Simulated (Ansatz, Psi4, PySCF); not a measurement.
Br, doublet. Base run: WB97X-V/def2-SVP run with PySCF.

The PySCF input:
```python
from pyscf import gto, scf, dft

mol = gto.M(
    atom='''
Br    0.00000000    0.00000000    0.00000000
''',
    basis='def2-svp',
    spin=1,
    verbose=3,
)

mf = dft.UKS(mol)
mf.xc = 'wb97x_v'
mf.kernel()
```

The same geometry, method and basis name were run in Ansatz (a first-principles code) and Psi4 and PySCF, at each program's defaults and at the settings that a row names. The base is PySCF at its defaults. Differences at the defaults can come from grids, fitting, cores and function types together.

| code and settings | ΔE vs base (µEh) | basis functions | E (Eh) | SCF cycles |
|---|---|---|---|---|
| PySCF, defaults (exact integrals, its default grid, spherical functions) | 0.0 | 32 | -2573.56148 | 7 |
| Psi4, defaults (density fitting with its default set, its default grid, spherical functions) | 14.1 | 32 | -2573.56146 | 9 |
| Ansatz, defaults (factorised integrals, its default grid, spherical functions) | -0.1 | 32 | -2573.56148 | - |
| PySCF, density fitting with def2-universal-jkfit | -10.4 | 32 | -2573.56149 | 7 |
| PySCF, fine grid | -0.1 | 32 | -2573.56148 | 7 |
| Psi4, exact integrals, spherical functions, fine grid | 3.3 | 32 | -2573.56147 | 11 |
| Ansatz, high accuracy | -0.1 | 32 | -2573.56148 | - |

Open shells are given as the SCF converged; they aren't shown to be the lowest states, and a large step between rows can be another state.
